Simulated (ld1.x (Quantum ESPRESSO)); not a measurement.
Configuration tests for tin (Sn) (TM)

ld1.x (Quantum ESPRESSO) 7.5 input, shortened:

```
&input
   title='Sn', zed=50., rel=2, dft='PZ', iswitch=3,
   config='[Kr] 4d10 5s2 5p2', rel_dist='average'
 /
 &inputp
   pseudotype=2, tm=.true., lloc=0,
   nlcc=.false.
 /
3
5P  2  1   2.00   0.00  2.25  2.25  0.0
4D  3  2  10.00   0.00  1.25  1.25  0.0
5S  1  0   2.00   0.00  2.20  2.20  0.0
 &test
   configts(1)='4d10 5s2 5p2'
 /
```

Open shells are filled in proportion to 2j + 1 (rel_dist='average').

Energies are relative to the spin-unpolarised reference configuration 4d10 5s2 5p2; without spin polarisation the order of configurations can differ from experiment.

```tsv
valence configuration	charge	ΔE all-electron (eV)	error AE − PS (meV)
4d10 5s2 5p0	+2	21.395	+4.1
4d10 5s1 5p0	+3	52.844	+22
4d10 5s0 5p0	+4	94.401	+47
4d9 5s2 5p3	0	24.317	-315
4d9 5s2 5p2	+1	32.751	-263
4d10 5s2 5p2.3	-0.3	-0.903	+0.1
```

(1) What are ΔE and the potential's error for 4d10 5s2 5p1?

Levels in the configuration 4d10 5s2 5p1:

```
   level  all-electron (eV)  pseudo (eV)
4d j=3/2            -34.541      -34.490
4d j=5/2            -33.489      -33.440
5s j=1/2            -18.155      -18.149
5p j=1/2            -10.935      -10.933
5p j=3/2            -10.341      -10.339
```

## Answers

(1) ΔE = 7.112 eV all-electron; the error (AE − PS) is +0.9 meV.
